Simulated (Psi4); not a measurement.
Intermolecular potential of C2H6 ··· CH3F (SMILES CC and CF). Monomers: optimised at B3LYP-D3(BJ) (def2-TZVP), held rigid. Orientation: lowest of the rigid-body minima from ten starts at GFN2-xTB. Only R, the distance of the centres of mass, is varied, so the lowest point isn't the relaxed dimer.

Level of theory: SAPT0/jun-cc-pVDZ, frozen core run with Psi4.

Components in kcal/mol:

```json
[
 {"R / Å": "3.20", "electrostatics": "-3.37", "exchange": "9.03", "induction": "-0.91", "dispersion": "-2.79", "total": "1.96"},
 {"R / Å": "3.43", "electrostatics": "-1.57", "exchange": "4.03", "induction": "-0.43", "dispersion": "-1.82", "total": "0.21"},
 {"R / Å": "3.62", "electrostatics": "-0.85", "exchange": "2.06", "induction": "-0.24", "dispersion": "-1.30", "total": "-0.32"},
 {"R / Å": "3.83", "electrostatics": "-0.44", "exchange": "0.98", "induction": "-0.13", "dispersion": "-0.91", "total": "-0.50"},
 {"R / Å": "3.99", "electrostatics": "-0.28", "exchange": "0.55", "induction": "-0.09", "dispersion": "-0.70", "total": "-0.51"},
 {"R / Å": "4.26", "electrostatics": "-0.13", "exchange": "0.21", "induction": "-0.05", "dispersion": "-0.46", "total": "-0.43"},
 {"R / Å": "4.49", "electrostatics": "-0.08", "exchange": "0.09", "induction": "-0.03", "dispersion": "-0.33", "total": "-0.34"},
 {"R / Å": "4.80", "electrostatics": "-0.04", "exchange": "0.03", "induction": "-0.02", "dispersion": "-0.22", "total": "-0.24"},
 {"R / Å": "5.31", "electrostatics": "-0.02", "exchange": "0.00", "induction": "-0.01", "dispersion": "-0.12", "total": "-0.14"},
 {"R / Å": "6.04", "electrostatics": "-0.01", "exchange": "0.00", "induction": "0.00", "dispersion": "-0.05", "total": "-0.06"},
 {"R / Å": "7.00", "electrostatics": "0.00", "exchange": "0.00", "induction": "0.00", "dispersion": "-0.02", "total": "-0.02"},
 {"R / Å": "8.35", "electrostatics": "0.00", "exchange": "0.00", "induction": "0.00", "dispersion": "-0.01", "total": "-0.01"}
]
```
